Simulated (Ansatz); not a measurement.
Task: Name a neutral molecule of C, Cl, F, Hf, N and H with HOMO energy (PBE0/def2-TZVPP) between -7.40 and -7.10 eV and size of the dipole moment (PBE/def2-TZVPP) between 2.95 and 3.25 D (Ansatz, PBE0-D4/def2-TZVP geometry).

Result: `C[N](C)[Hf]([F])([Cl])[Cl]` (-7.25 eV, 3.20 D). Other molecules can fit too; these were computed, each in one conformer that needn't be the lowest.
